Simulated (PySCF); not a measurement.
## Two-component Hartree-Fock for Co (cobalt, neutral)

Start: [Ar] 3d6 4s2 4p1; 3d3/2 filled at m_j = +3/2; 3d5/2 filled at m_j = -3/2, -1/2, +1/2, +3/2, +5/2; 4p3/2 filled at m_j = +3/2. Calculated with PySCF 2.14 in x2c-TZVPall-2c (6s7p4d1f, 54 functions): generalised Hartree-Fock with the X2C-1e Hamiltonian and a Gaussian nucleus; one run each with spin-orbit coupling (SO) switched off, then screened by Boettger's factors. This is a chosen level, not necessarily the ground level.

| spinor shell | electrons | ε, spin-free (eV) | ε, screened SO (eV) | weight of nominal j (screened SO) | rms radius, screened SO (bohr) |
| --- | --- | --- | --- | --- | --- |
| 1s1/2 | 2 | -7784.2 | -7784.1 | 1.000 | 0.0649 |
| 2s1/2 | 2 | -973.67 | -973.64 | 1.000 | 0.276 |
| 2p1/2 | 2 | -831.13 | -841.77 | 0.988 | 0.247 |
| 2p3/2 | 4 | -831.13 | -825.92 | 0.994 | 0.249 |
| 3s1/2 | 2 | -133.46 | -133.46 | 1.000 | 0.824 |
| 3p1/2 | 2 | -89.575 | -91.252 | 0.659 | 0.876 |
| 3d5/2 | 5 | -26.467 | -27.544 | 0.585 | 1.06 |
| 3d3/2 | 1 | -26.467 | -21.193 | 0.788 | 1.12 |
| 4s1/2 | 2 | -9.933 | -9.939 | 0.983 | 2.97 |
| 4p3/2 | 1 | -5.367 | -5.338 | 1.000 | 3.47 |

Q: Where does 3p3/2 lie, and what is the 3p spin-orbit splitting (screened SO)?

A: At -88.763 eV, 2.488 eV above 3p1/2.

```csv
quantity,spin-free,screened SO
E (hartree),-1391.64917,-1391.67648
M_J,11/2,11/2
⟨J²⟩,35.966,35.972
⟨L²⟩,12.209,12.222
⟨S²⟩,8.757,8.750
```

Each row is a mean over spinors that exchange with the open shell spreads, by up to 17.014 eV (3p3/2).

Rows whose weight is well below 1 are mixtures of j = l ± 1/2: exchange outweighs spin-orbit coupling there, and the label is only the starting occupation.

⟨J²⟩ departs a little from M_J(M_J + 1) because the unrestricted spinors polarise the closed shells.

Without spin-orbit coupling the j labels of p, d and f shells carry no meaning; the spin-free column gives the mean over the occupied spinors of each nl shell, and its ⟨J²⟩ belongs to a mixture of degenerate components.
